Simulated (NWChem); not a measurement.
System: SnNH3S, singlet; SMILES [NH2][Sn][SH]

The following NWChem deck was run.

```
start job
memory heap 200 mb stack 900 mb global 1100 mb
geometry units angstroms
  Sn    -0.351671    -0.468926     0.000000
  N      1.591979    -1.040513     0.000000
  H      1.882021    -2.012857     0.000000
  H      2.392986    -0.416072     0.000000
  S      0.244794     1.926462     0.000000
  H     -1.043923     2.331473     0.000000
end
basis spherical
  * library 3-21g
end
dft
  xc b3lyp
  iterations 150
end
driver
  maxiter 120
end
task dft optimize
task dft freq
```

NWChem printed, in part:

```
             Northwest Computational Chemistry Package (NWChem) 7.3.0
             --------------------------------------------------------

 CS  symmetry detected

                             Geometry "geometry" -> ""
                             -------------------------

 Output coordinates in angstroms (scale by  1.889725989 to convert to a.u.)

  No.       Tag          Charge          X              Y              Z
 ---- ---------------- ---------- -------------- -------------- --------------
    1 Sn                  50.0000    -0.34483715    -0.48087676     0.00000000
    2 N                    7.0000     1.61712348    -0.98604753     0.00000000
    3 H                    1.0000     1.94005829    -1.94796765     0.00000000
    4 H                    1.0000     2.39643582    -0.33473266     0.00000000
    5 S                   16.0000     0.16983776     1.93340655     0.00000000
    6 H                    1.0000    -1.13190483     2.29436591     0.00000000

 Effective nuclear repulsion energy (a.u.)     329.2749398541

      Symmetry information
      --------------------

 Group name             Cs
 Group number              2
 Group order               2
 No. of unique centers     6

                                Z-matrix (autoz)
                                --------

 Units are Angstrom for bonds and degrees for angles

      Type          Name      I     J     K     L     M      Value
      ----------- --------  ----- ----- ----- ----- ----- ----------
    1 Stretch                  1     2                       2.02595
    2 Stretch                  1     5                       2.46853
    3 Stretch                  2     3                       1.01468
    4 Stretch                  2     4                       1.01565
    5 Stretch                  5     6                       1.35086
    6 Bend                     1     2     3               122.99691
    7 Bend                     1     2     4               125.67358
    8 Bend                     1     5     6                93.46400
    9 Bend                     2     1     5                92.40490
   10 Bend                     3     2     4               111.32951
   11 Torsion                  2     1     5     6         180.00000
   12 Torsion                  3     2     1     5         180.00000
   13 Torsion                  4     2     1     5          -0.00000

[...]

      ----------------------
      Optimization converged
      ----------------------

  Step       Energy      Delta E   Gmax     Grms     Xrms     Xmax
  ---- ---------------- -------- -------- -------- -------- --------
@    5   -6451.38008352 -1.2D-06  0.00023  0.00008  0.00073  0.00137
                                     ok       ok       ok       ok

                                Z-matrix (autoz)
                                --------

 Units are Angstrom for bonds and degrees for angles

      Type          Name      I     J     K     L     M      Value     Gradient
      ----------- --------  ----- ----- ----- ----- ----- ---------- ----------
    1 Stretch                  1     2                       2.01251    0.00012
    2 Stretch                  1     5                       2.56667   -0.00002
    3 Stretch                  2     3                       1.02062   -0.00006
    4 Stretch                  2     4                       1.02175   -0.00007
    5 Stretch                  5     6                       1.37285   -0.00023
    6 Bend                     1     2     3               123.47028   -0.00004
    7 Bend                     1     2     4               124.90349    0.00005
    8 Bend                     1     5     6                99.00526    0.00007
    9 Bend                     2     1     5                90.21724    0.00003
   10 Bend                     3     2     4               111.62623   -0.00001
   11 Torsion                  2     1     5     6         180.00000    0.00000
   12 Torsion                  3     2     1     5         180.00000    0.00000
   13 Torsion                  4     2     1     5          -0.00000    0.00000

[...]

 Rotational Constants
 --------------------
 A=   0.270619 cm-1  (  0.389351 K)
 B=   0.093414 cm-1  (  0.134399 K)
 C=   0.069443 cm-1  (  0.099911 K)

 Temperature                      =   298.15K
 frequency scaling parameter      =   1.0000

 Zero-Point correction to Energy  =   21.184 kcal/mol  (  0.033759 au)
 Thermal correction to Energy     =   24.482 kcal/mol  (  0.039015 au)
 Thermal correction to Enthalpy   =   25.074 kcal/mol  (  0.039959 au)

 Total Entropy                    =   76.035 cal/mol-K
   - Translational                =   41.226 cal/mol-K (mol. weight = 166.9004)
   - Rotational                   =   26.310 cal/mol-K (symmetry #  =        1)
   - Vibrational                  =    8.499 cal/mol-K

 Cv (constant volume heat capacity) =   16.467 cal/mol-K
   - Translational                  =    2.979 cal/mol-K
   - Rotational                     =    2.979 cal/mol-K
   - Vibrational                    =   10.508 cal/mol-K

[normal modes left out]

 ----------------------------------------------------------------------------
 Normal Eigenvalue ||           Projected Infra Red Intensities
  Mode   [cm**-1]  || [atomic units] [(debye/angs)**2] [(KM/mol)] [arbitrary]
 ------ ---------- || -------------- ----------------- ---------- -----------
    1       -0.000 ||    0.001280           0.030         1.248       0.416
    2       -0.000 ||    0.000325           0.008         0.317       0.106
    3       -0.000 ||    0.001695           0.039         1.653       0.551
    4       -0.000 ||    0.000252           0.006         0.246       0.082
    5        0.000 ||    0.000003           0.000         0.003       0.001
    6        0.000 ||    0.000392           0.009         0.383       0.128
    7      146.042 ||    0.003948           0.091         3.849       1.283
    8      209.304 ||    0.028282           0.652        27.571       9.189
    9      298.402 ||    0.033818           0.780        32.967      10.988
   10      438.214 ||    0.002393           0.055         2.332       0.777
   11      619.995 ||    0.014404           0.332        14.041       4.680
   12      625.463 ||    0.327952           7.566       319.703     106.556
   13      658.153 ||    0.037263           0.860        36.326      12.107
   14      723.020 ||    0.030808           0.711        30.034      10.010
   15     1623.933 ||    0.023892           0.551        23.291       7.763
   16     2484.731 ||    0.022560           0.520        21.992       7.330
   17     3443.103 ||    0.010036           0.232         9.784       3.261
   18     3555.177 ||    0.014688           0.339        14.318       4.772
 ----------------------------------------------------------------------------
```

Level: B3LYP/3-21G, non-relativistic. Low-valent species are run as closed-shell singlets; no triplet was tried in these runs.
